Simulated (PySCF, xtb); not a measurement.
Si(OH)4 (H4O4Si), SMILES [Si](O)(O)(O)O. The values are those of a single conformer.

Harmonic wavenumbers (cm⁻¹) from GFN2-xTB in xtb at its own minimum, in rising order: 203, 210, 244, 246, 308, 312, 312, 312, 350, 776, 848, 849, 852, 854, 923, 971, 971, 3700, 3700, 3701, 3703.

**Question.** What does PBE0-D3(BJ)/def2-SVP (PySCF) give at its own minimum? (An estimate is asked for; the answer gives what the named calculation found.)

**Answer.** 192, 197, 273, 273, 283, 352, 363, 363, 408, 773, 816, 827, 833, 833, 946, 1013, 1013, 3937, 3937, 3938, 3941. Paired by order, the mean absolute difference is 70 cm⁻¹ and the zero-point energies are 34.8 and 36.5 kcal/mol.
